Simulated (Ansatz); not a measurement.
Job for Ansatz (a quantum-chemistry and plane-wave program): U-CCSD(T)/def2-SVP on ClFSn (SMILES [F][Sn][Cl]), a point of a bond scan (R = 1.561 Å). Elements past Kr take the def2 small-core potentials; no spin–orbit coupling. The run froze 15 orbitals, filled d shells among them.

Ansatz 0.2 input:
```yaml
crystal:
  periodic: [false, false, false]
  atoms:
    - {symbol: Sn, position_ang: [0.19089247, 0.14887198, 0.49762971]}
    - {symbol: F, position_ang: [0.76397689, 1.16802136, -0.53673412]}
    - {symbol: Cl, position_ang: [-1.04175619, -1.19111043, -1.04256235]}
basis:
  gaussian:
    orbitals: def2-SVP
correlation: {method: ccsd_t, electrons: outside_noble_gas}
scf: {omitted_lower_state_checks: [cluster_reference]}
magnetization: {spin_polarized: true, initial_magnetization: 0}
```

Output:

```
WARN ansatz: RAYON_NUM_THREADS=1 ignored (pool sized by the plan → 1); use --threads N
Functional definition: HF
these checks for a lower state are left out or cut short: cluster_reference
integrals: 0.05 GiB planned
631 factors; integrals over basis functions are off by at most 3.4e-4 eV
mean field: 0.22 GiB planned
mean field evaluation 1: about -21006.1095 eV, gradient 2.0e1 eV
mean field evaluation 2: about -21006.2101 eV, gradient 2.0e1 eV
mean field evaluation 4: about -21007.8348 eV, gradient 1.1e0 eV
mean field evaluation 8: about -21007.8534 eV, gradient 1.7e-4 eV
mean field evaluation 16: about -21007.8107 eV, gradient 5.0e-1 eV
mean field -21007.85337838 eV, -772.0243720210 hartree, gradient 1.5e-6 eV, S^2 0.000000; 2 other end points of the search recorded, 0 dependent functions left out
15 core orbitals not correlated, not the lowest: weight in the atoms' cores, before any rotation towards them, 0.748 or more for the frozen orbitals, at most 0.224 for the correlated occupied ones
reference -21007.85337838 eV, -772.0243720210 hartree; 9, 9 occupied and 34, 34 virtual orbitals, 631 factors
second order -10.14673640 eV of doubles, -0.00000000 eV of singles
coupled cluster: 0.13 GiB planned
cycle   1  -10.42105618 eV  change   -2.7e-1 eV  update   8.1e-2
cycle   2  -10.64660037 eV  change   -2.3e-1 eV  update   2.6e-2
cycle   3  -10.71244258 eV  change   -6.6e-2 eV  update   1.4e-2
cycle   4  -10.70938947 eV  change    3.1e-3 eV  update   3.1e-3
cycle   5  -10.70737010 eV  change    2.0e-3 eV  update   1.2e-3
cycle   6  -10.70738289 eV  change   -1.3e-5 eV  update   4.3e-4
cycle   7  -10.70730629 eV  change    7.7e-5 eV  update   1.4e-4
cycle   8  -10.70731153 eV  change   -5.2e-6 eV  update   6.2e-5
cycle   9  -10.70732726 eV  change   -1.6e-5 eV  update   1.8e-5
perturbative correction -0.19658102 eV, -0.0072242192 hartree
Total energy: -21018.75728666 eV, -772.4250832593 hartree
Checks for a lower state left out: cluster_reference
```

The run converged.

Cost: around 2.0 core-seconds (rough).
